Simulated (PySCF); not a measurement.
Computed shifts of a molecule C₆H₁₂O₂, PySCF with KT2/pcSseg-1, GIAO, gas phase, equivalent atoms averaged, in ppm (number of nuclei): ¹³C: 174.2 (1), 53.6 (1), 42.8 (1), 32.0 (2), 29.7 (1). ¹H: 3.89 (3), 1.48 (9). References: ¹³C against TMS (σ = 185.1 ppm); ¹⁷O against H2O (σ = 330.4 ppm); ¹H against TMS (σ = 31.47 ppm), references at their B3LYP-D3(BJ)/def2-TZVP geometries, non-relativistic. Coordinates come from a PBE0-D3(BJ)/def2-SVP optimisation. Other conformers were not sampled.

**Question.** Identify the compound among the candidates.
A. CC/C(=C/OC)OC
B. CCCCOC(C)=O
C. COC(=O)C(C)(C)C

**Answer.** C, COC(=O)C(C)(C)C
